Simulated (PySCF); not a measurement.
Method: TPSSh-D3(BJ)/def2-TZVP // PBE-D3(BJ)/def2-SVP run with PySCF. All species are isolated molecules in the gas phase. 

Reference species: [Ti(F)4] (neutral, multiplicity 1).

| Item | Result |
|---|---|
| HOMO | -11.38 eV |
| coordination number | 4 |

Changed species: [Ta(=O)(F)3] (M = Ta, oxo; the reference has M = Ti).

Q: Give the shifts of the HOMO and coordination number.

A: the HOMO goes up by 2.06 eV, to -9.32 eV; the coordination number is nearly the same.
